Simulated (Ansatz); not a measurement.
CH₃AlF, doublet, at a GFN2-xTB geometry (such geometries of metal compounds can be far from the true shape) (the spin is typed, not shown lowest); HF/cc-pVDZ (Ansatz, an electronic-structure program).

The Ansatz input:
Ansatz 0.2 input:
```yaml
crystal:
  periodic: [false, false, false]
  atoms:
    - {symbol: Al, position_ang: [0.44002451, -0.09977454, 0.26333881]}
    - {symbol: C, position_ang: [-0.05333652, 1.40742987, -0.99749356]}
    - {symbol: H, position_ang: [-0.86612180, 2.02472343, -0.60563875]}
    - {symbol: H, position_ang: [-0.37041732, 1.04109293, -1.97751446]}
    - {symbol: H, position_ang: [0.81040018, 2.05814325, -1.15112478]}
    - {symbol: F, position_ang: [-0.55268450, -1.36349663, 0.69953719]}
basis:
  gaussian:
    orbitals: cc-pVDZ
hamiltonian:
  xc: hf
magnetization: {spin_polarized: true, initial_magnetization: 1}
```

Output, abridged:

```
Functional definition: HF
570 factors; integrals over basis functions are off by at most 1.0e-3 eV
mean field evaluation 1: about -10364.8763 eV, gradient 2.4e1 eV
mean field evaluation 2: about -10364.9246 eV, gradient 2.5e1 eV
mean field evaluation 4: about -10367.9298 eV, gradient 2.3e0 eV
mean field evaluation 8: about -10368.0615 eV, gradient 2.2e-1 eV
mean field -10368.06315255 eV, -381.0192931307 hartree, gradient 1.7e-5 eV, S^2 0.757887; 0 other end points of the search recorded, 0 dependent functions left out
reference -10368.06315255 eV, -381.0192931307 hartree; 16, 15 occupied and 45, 46 virtual orbitals, 570 factors
Total energy: -10368.06315255 eV, -381.0192931307 hartree
```
